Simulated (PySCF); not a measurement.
Ga(F)(Me)(OH) (CH₄FGaO), SMILES [CH3][Ga]([OH])[F].

The structure is a stationary point at PBE0-D3(BJ)/def2-SVP. The structure was generated by enumeration; whether it is a known compound was not checked. Other conformers were not sampled.

The numbers are results of B3LYP/def2-TZVP run with PySCF, not measurements.

Symmetry labels are those of the subgroup Cs that the program uses (full group Cs).

Question: List the valence orbital energies around the gap with their symmetry. (Estimate from the structure and the level; the computed values follow.)

Answer: 
| orbital | symmetry | energy (eV) |
|---|---|---|
| HOMO−7 | A' | -12.15 |
| HOMO−6 | A" | -11.57 |
| HOMO−5 | A' | -11.43 |
| HOMO−4 | A' | -10.55 |
| HOMO−3 | A" | -10.43 |
| HOMO−2 | A' | -9.49 |
| HOMO−1 | A' | -8.90 |
| HOMO | A" | -8.78 |
| LUMO | A' | -0.77 |
| LUMO+1 | A" | -0.60 |
| LUMO+2 | A' | 1.02 |
| LUMO+3 | A' | 1.52 |
